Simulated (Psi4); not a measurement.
Dimer: CF4 (SMILES FC(F)(F)F) (first 5 atoms) with H2 (SMILES [H][H]); geometry from B3LYP-D3(BJ)/def2-TZVP, rigid monomers moved along the line of their centres of mass till F1···H6 is 4.35 Å.
(charge 0, multiplicity 1):
```xyz
7

F     -0.705     1.007     0.346
C     -0.010    -0.008    -0.148
F     -0.014     0.057    -1.473
F      1.239     0.055     0.293
F     -0.559    -1.151     0.239
H     -0.260     0.253     4.608
H      0.334    -0.193     4.643
```

These are Psi4 1.11 with SAPT0/jun-cc-pV(D+d)Z values and carry that method's errors.

Q: Give the four SAPT terms and the total, and say what mostly holds the pair together.

A: electrostatics -0.02, exchange 0.00, induction 0.00, dispersion -0.03, total -0.05 kcal/mol; the largest attraction is dispersion.
